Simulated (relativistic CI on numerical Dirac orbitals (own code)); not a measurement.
## Charge states of niobium

Calculated at this level of theory: Dirac-Coulomb-Breit CI, separate exchange-only KLI orbitals for each configuration, model QED (radiative potential, 1s self-energy scaled to tabulated hydrogen-like ionisation energies), valence Slater integrals scaled by 0.9 (own radial code, finite nucleus).

Each species is treated in one configuration, given outside its closed core. Radial values are for the open shell of highest l, unscaled and averaged over j; ζ includes the Breit term. Labels give the leading LS character, summed over repeated terms.

```tsv
Ion	Configuration	Its lowest level	LS weight (%)	⟨r⟩ (bohr)	⟨r²⟩ (bohr²)	Next level	E (cm⁻¹)	ζ (cm⁻¹)
Nb²⁴⁺	3s²3p⁵	²P°3/2	100	0.386	0.1717	²P°1/2	167910	111700
Nb²⁵⁺	3s²3p⁴	³P2	79	0.3821	0.1683	³P0	64619	114400
Nb²⁶⁺	3s²3p³	J = 3/2 (mixed)	49	0.3784	0.165	²D°3/2	139820	117100
Nb²⁷⁺	3s²3p²	³P0	81	0.3747	0.1618	³P1	143170	119900
Nb²⁸⁺	3s²3p	²P°1/2	100	0.3711	0.1587	²P°3/2	184390	122700
Nb²⁹⁺	3s²	¹S0	100					
Nb³⁰⁺	3s	²S1/2	100	0.3765	0.1612			
Nb³¹⁺	2s²2p⁶	¹S0	100					
Nb³²⁺	2s²2p⁵	?	?	?	?	?	?	?
Nb³³⁺	2s²2p⁴	³P2	74	0.1313	0.0209	¹S0	202070	543400
Nb³⁴⁺	2s²2p³	J = 3/2 (mixed)	41	0.1299	0.02043	J = 3/2 (mixed)	709160	557400
Nb³⁵⁺	2s²2p²	³P0	76	0.1285	0.01998	³P1	744480	571700
Nb³⁶⁺	2s²2p	²P°1/2	100	0.1272	0.01956	²P°3/2	881110	586200
Nb³⁷⁺	2s²	¹S0	100					
Nb³⁸⁺	2s	²S1/2	100	0.1461	0.02502			
Nb³⁹⁺	1s²	¹S0	100
```

Question: Fill in the row of Nb³²⁺.

Answer: Its lowest level ²P°3/2; LS weight (%) 100; ⟨r⟩ (bohr) 0.1328; ⟨r²⟩ (bohr²) 0.02139; Next level ²P°1/2; E (cm⁻¹) 796300; ζ (cm⁻¹) 529700.
